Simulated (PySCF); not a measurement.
C₆ coefficients of unlike pairs at PBE

Calculated with PySCF 2.14 from the dipole response of each species, C₆(A,B) = (3/π) ∫ α_A(iu) α_B(iu) du, in atomic units, from isotropic polarisabilities. For ions this is the dispersion term alone; charge-induced terms of lower order in 1/R come first.

```json
{"species": "Ru", "configuration": "[Kr] 4d7 5s1 (5F)", "basis": "aug-cc-pVDZ-PP with ECP28MDF (5s5p4d2f)", "relativity": "core potential", "α (bohr³)": "56.80", "C₆ (like pair)": "501.3"}
{"species": "Se", "configuration": "[Ar] 3d10 4s2 4p4 (3P)", "basis": "def2-TZVPPD (7s6p5d1f)", "relativity": "none", "α (bohr³)": "27.67", "C₆ (like pair)": "231.3"}
{"species": "Sn⁺", "configuration": "[Kr] 4d10 5s2 5p1 (2P)", "basis": "aug-cc-pwCVDZ-PP with ECP28MDF (6s5p4d1f)", "relativity": "core potential", "α (bohr³)": "27.23", "C₆ (like pair)": "203.2"}
{"species": "Ca", "configuration": "[Ar] 4s2 (1S)", "basis": "aug-cc-pVTZ-X2C (7s6p4d2f)", "relativity": "spin-free X2C", "α (bohr³)": "158.0", "C₆ (like pair)": "2180"}
```

Task: Estimate C₆ for Sn⁺ with Se.

Result: The integral gives 216.1. The combination rule 2 C_A C_B / (C_A α_B/α_A + C_B α_A/α_B) gives 216.5 and the geometric mean 216.8.

No spin-orbit coupling is included.

The other pairs:

```json
{"pair": "Sn⁺, Ru", "C₆": "312.3"}
{"pair": "Se, Ru", "C₆": "330.1"}
{"pair": "Ca, Sn⁺", "C₆": "575.3"}
{"pair": "Ca, Ru", "C₆": "990.2"}
{"pair": "Ca, Se", "C₆": "601.6"}
```
